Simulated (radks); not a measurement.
All-electron atom: the bismuth ion Bi2+ in [Xe] 4f14 5d8 6s2 6p1 5f2 (not the ground configuration). All-electron calculation, Dirac Kohn-Sham, PBE, spin-unpolarised, spherical densities, finite nucleus; open shells fill j = l - 1/2 first; Fermi nuclear charge, rms radius 5.5211 fm. Program: a radial shooting solver on a logarithmic mesh with Libxc functionals.

Spin-orbit splittings of the eigenvalues, e(l+1/2) - e(l-1/2), with zeta = 2 splitting/(2l+1) and mean radii in bohr:

shell  occ.  splitting (eV)  zeta (eV)  <r> j=l-1/2  <r> j=l+1/2
2p        6            2319       1546      0.05388      0.06293
3p        6           519.3      346.2       0.1615       0.1780
3d       10           110.1      44.05       0.1545       0.1595
4p        6           128.0      85.34       0.3777       0.4123
4d       10           23.91      9.562       0.4159       0.4270
4f       14           5.502      1.572       0.4374       0.4435
5p        6           25.24      16.82       0.8779       0.9627
5d        8           3.308      1.323        1.157        1.192
5f        2         0.06809    0.01945        3.416        3.467
6p        1           3.573      2.382        2.224        2.449
